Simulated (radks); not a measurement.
Values are calculated unless marked as measured or tabulated.
How relativity changes the ionisation of the tin ion Sn+ ([Kr] 4d10 5s2 5p1) to Sn2+ ([Kr] 4d10 5s2). Spin-unpolarised spherical Kohn-Sham, BLYP, point nucleus unless stated (finite: rms radius 4.6519 fm), a radial shooting solver on a logarithmic mesh with Libxc functionals. A level marked "c x" has the speed of light scaled by that factor and shares open shells by 2j + 1; other Dirac levels either fill j = l - 1/2 first or share by 2j + 1.

level,E(Sn+) (hartree),E(Sn2+) (hartree),IE (eV),HOMO,<r> HOMO (bohr)
non-rel.,-6025.18924,-6024.67610,13.963,5p,2.934
scalar-rel.,-6177.58079,-6177.06702,13.980,5p,2.913
"scalar-rel., finite nucleus",-6177.41953,-6176.90576,13.981,5p,2.913
"Dirac, 2j+1 shares",-6179.38121,-6178.86678,13.998,5p3/2,2.948
"Dirac, low j first",-6179.39515,-6178.86678,14.378,5p1/2,2.845
"Dirac, 2j+1 shares, finite nucleus",-6179.21948,-6178.70504,13.999,5p3/2,2.948
"Dirac, c x 2",-6061.84480,-6061.33139,13.971,5p3/2,2.937
"Dirac, c x 10",-6026.63325,-6026.12010,13.964,5p3/2,2.934
"Dirac, c x 100",-6025.20368,-6024.69053,13.963,5p3/2,2.934

NIST Atomic Spectra Database: 14.633 eV (measured). The relativistic part of the total energy of Sn+ is -154 hartree (Dirac, 2j+1 shares, finite nucleus), 2.6 % of the non-relativistic value. Spin polarisation and multiplet splitting of open shells are left out at every level.

Beside tabulated values, note that relativity, absent from the non-relativistic runs, is large for the heavy elements, and spin-unpolarised runs miss the spin-polarisation part of the exchange energy of open shells.
